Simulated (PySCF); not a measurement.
# Relaxation of doublet ReSF₂

All numbers come from UPBE in PySCF with Re def2-SVP with ECP60, S def2-SVP, F def2-SVP; scalar-relativistic core potentials, no spin–orbit coupling; density-fitted integrals. A (50,194) grid was used.

A hand-made T-shaped (ligand arrangement 2) start, of C2v symmetry, held to at least that symmetry:

```xyz
4
charge 0 multiplicity 2, angstrom
Re    0.0000    0.0000   -0.2751
S     0.0000    0.0000    1.8549
F     1.9488    0.0000   -0.2070
F    -1.9488    0.0000   -0.2070
```

Optimiser trace:
```tsv
step	E − E(last) (kJ/mol)	largest gradient (Eh/bohr)
0	156.07	0.07392
1	81.70	0.02455
2	40.35	0.02403
3	14.56	0.02650
4	4.30	0.01325
5	0.06	0.00138
6	0.03	0.00198
7	0.02	0.00193
8	0.00	0.00001
```

It ends at C2v with Re–F 1.856 Å (×2), Re–S 2.074 Å; F–Re–F 124.0°, F–Re–S 118.0° (×2). A frequency run shows a minimum. Other isomers or separated fragments may lie lower.

Other spin states or occupations of the open shell can lie lower. No spin–orbit coupling is included, which matters more the heavier the element.

The relaxation took roughly 50 core-seconds on a shared host.
